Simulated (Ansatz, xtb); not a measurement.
## Relative energy of two structures of CH2AlGe

Structure I: `[CH]1=[Ge][AlH]1`, a doublet. Structure II: a doublet given by its coordinates. Both are isolated molecules in the gas phase, relaxed with B3LYP-D3(BJ)/def2-SVP.

I (Å):

```yaml
atoms:
  - { symbol: C, position_ang: [-1.4690, -0.7991, 1.1853] }
  - { symbol: Al, position_ang: [-2.0568, 0.9895, 1.2238] }
  - { symbol: Ge, position_ang: [-0.8621, -0.4498, 2.9017] }
  - { symbol: H, position_ang: [-1.4964, -1.6230, 0.4613] }
  - { symbol: H, position_ang: [-2.7616, 2.2265, 0.5436] }
```

II (Å):

```xyz
5

C     0.6934    0.0545   -0.8787
Al    0.0212   -0.5432    0.8167
Ge   -0.4212    1.4047   -1.3367
H    -1.2647    0.1914    1.4373
H     1.5664   -0.4040   -1.3564
```

Close contacts (Å): C1–Al2 1.92, C1–Ge3 1.81, Al2–Ge3 2.94, C1–H5 1.10, Al2–H4 1.61.

Estimate E(II) − E(I) at the level CCSD(T)/def2-SVP.

Calculated at CCSD(T)/def2-SVP: E(II) − E(I) = +0.153 eV, so structure I lies lower.

The same difference at several levels:

```json
{"level": "B3LYP-D3(BJ)/def2-SVP", "geometry": "B3LYP-D3(BJ)/def2-SVP", "E(II) − E(I) (eV)": "+0.109", "departure from the last row (eV)": "−0.045", "job, with rough time for the two": "optimisation, 75 s"}
{"level": "HF/def2-SVP", "geometry": "B3LYP-D3(BJ)/def2-SVP", "E(II) − E(I) (eV)": "+0.006", "departure from the last row (eV)": "−0.147", "job, with rough time for the two": "part of the CCSD(T) run"}
{"level": "MP2/def2-SVP", "geometry": "B3LYP-D3(BJ)/def2-SVP", "E(II) − E(I) (eV)": "+0.224", "departure from the last row (eV)": "+0.071", "job, with rough time for the two": "part of the CCSD(T) run"}
{"level": "CCSD(T)/def2-SVP", "geometry": "B3LYP-D3(BJ)/def2-SVP", "E(II) − E(I) (eV)": "+0.153", "departure from the last row (eV)": "", "job, with rough time for the two": "single point, 36 s"}
```

HF/def2-SVP finds them nearly level. The largest departure from CCSD(T)/def2-SVP is that of HF/def2-SVP, 0.147 eV. Levels run at GFN2-xTB geometries aren't shown.

With harmonic frequencies from B3LYP-D3(BJ)/def2-SVP (ideal gas, rigid rotor, one conformer each, 298.15 K, 1 atm): the zero-point term adds −0.014 eV; ΔH is +0.144 and ΔG +0.126 eV.

Open shells are spin-unrestricted, with notable spin contamination under HF/def2-SVP, MP2/def2-SVP, CCSD(T)/def2-SVP. The correlated steps freeze 15 core orbitals; the filled d shell of Ge is correlated, in a basis made for valence electrons. Programs: Ansatz 0.2.0; the last row on 1 thread of Arm Neoverse V2 on a shared host.
